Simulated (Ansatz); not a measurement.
Isolated molecules relaxed with PBE0-D4/def2-TZVP in Ansatz; ΔE leaves out vibrations. CCSD(T)/CBS is the MP2 limit (def2-TZVPP, def2-QZVPP) plus CCSD(T) − MP2 in def2-TZVPP, frozen cores. Functionals use def2-TZVPP. For Ga outer-core shells are correlated without core-valence functions, which leaves a few kJ/mol of doubt a bond. Scalar relativity is left out up to krypton. Each species was taken in one conformer, which may not be the lowest.

Consider the cleavage of the Si–Ga bond: `[CH3][GaH][SiH3]` + `C=NCO` → `C=NCO[SiH3]` + `[CH3][GaH2]`.

`[CH3][GaH][SiH3]`:

```xyz
10

C    -1.804   -0.245   -0.556
Ga   -0.151    0.800   -0.305
Si    1.806   -0.199    0.707
H    -1.756   -1.236   -0.105
H    -1.997   -0.360   -1.627
H    -2.657    0.296   -0.137
H    -0.138    2.301   -0.792
H     2.237   -1.395   -0.076
H     2.974    0.717    0.809
H     1.485   -0.679    2.083
```

`C=NCO`:

```xyz
9

C     0.748   -1.063   -0.801
N     0.666    0.091   -0.309
C    -0.596    0.502    0.254
O    -0.408    1.056    1.523
H     1.688   -1.389   -1.246
H    -0.088   -1.775   -0.811
H    -1.301   -0.330    0.378
H    -1.033    1.232   -0.443
H     0.325    1.676    1.455
```

`C=NCO[SiH3]`:

Z-matrix (Å, degrees):
```
C
N 1 1.424
O 1 1.408 2 114.5
H 1 1.099 2 107.1 3 -122.5
H 1 1.098 2 107.1 3 122.4
C 2 1.259 1 119.8 3 -0.0
Si 3 1.644 1 123.7 2 -178.4
H 6 1.092 2 123.4 1 0.0
H 6 1.089 2 118.3 1 180.0
H 7 1.489 3 110.8 1 -60.9
H 7 1.480 3 106.3 1 179.1
H 7 1.489 3 110.7 1 59.1
```

`[CH3][GaH2]`:

Cartesian coordinates in Å:
```
C 0.260 -0.332 -0.800
Ga -0.294 0.363 0.953
H 0.277 0.494 -1.519
H 1.257 -0.774 -0.777
H -0.452 -1.069 -1.178
H -1.815 0.642 1.247
H 0.766 0.675 2.075
```

```tsv
level	ΔE (kcal/mol)
r2SCAN-D4	-16.5
ωB97X-V	-17.4
B2PLYP	-17.9
r2SCAN	-16.3
```

(1) What does CCSD(T)/CBS give? (Estimate.)

Largest T1 diagnostic among the species: 0.012.

Answers

(1) The calculation gave: -16.7 kcal/mol. The listed levels differ from it by 0.2, -0.7, -1.2, 0.4 kcal/mol.

In def2-TZVPP, CCSD(T) changes the Hartree–Fock value by +5.0 kcal/mol (the triples alone add +0.5 kcal/mol) and MP2 by +3.2 kcal/mol. From PBE to PBE0 (25 % exact exchange), in def2-TZVPP and without D4, ΔE moves by −1.5 kcal/mol.
